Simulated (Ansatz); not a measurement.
All numbers were calculated with Ansatz.

A structure relaxed at PBE0-D4/def2-TZVP, charge 0, multiplicity 1:

```
atom   x (Å)   y (Å)   z (Å)
 Si1  -0.229  -0.784   2.065
  C2   0.449   0.002   0.486
  O3  -0.568  -0.045  -0.492
 Sn4  -0.207   0.697  -2.285
  H5   0.818  -0.754   3.126
  H6  -1.419  -0.031   2.539
  H7  -0.614  -2.196   1.807
  H8   1.355  -0.542   0.173
  H9   0.770   1.033   0.707
 H10  -1.657   0.447  -3.133
 H11   0.184   2.346  -2.070
 H12   1.117  -0.173  -2.924
```

Q: Give its formula and SMILES.

A: CH8OSiSn, `[SiH3]C[O][SnH3]`.

Q: Point group (tolerance 0.08 Å, 0.16 Å for H)?

A: Cs.

Q: Summarise the bond lengths by kind.

A: 1 × C–Si 1.889 Å; 3 × H–Si 1.486 to 1.491 Å; 1 × C–O 1.412 Å; 2 × C–H 1.102 Å; 1 × O–Sn 1.973 Å; 3 × H–Sn 1.698 to 1.708 Å.
